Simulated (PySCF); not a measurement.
**Radial density of As³¹⁺ (arsenic, charge +31)**

r2SCANh, 1s2, closed-shell 1S. Calculation: PySCF 2.14, in an uncontracted even-tempered set (17 s from 42 bohr⁻², ratio 2.2; 7 p from 64 bohr⁻², ratio 2.4; 4 d from 190 bohr⁻², ratio 2.4; 3 f from 290 bohr⁻², ratio 2.4; 3 g from 430 bohr⁻², ratio 2.4); scalar relativity by spin-free X2C-1e.

| r (bohr) | 4πr²ρ (e/bohr) |
| --- | --- |
| 0.000606 | 0.1745 |
| 0.00102 | 0.4391 |
| 0.00171 | 1.089 |
| 0.00288 | 2.624 |
| 0.00485 | 6.033 |
| 0.00816 | 12.79 |
| 0.0137 | 23.55 |
| 0.0231 | 34.14 |
| 0.0388 | 32.91 |
| 0.0653 | 15.92 |
| 0.110 | 2.404 |
| 0.185 | 0.05158 |
| 0.311 | 4.383e-05 |

Densities and radii are taken from the X2C orbitals without a picture-change correction, which distorts them close to the nucleus.
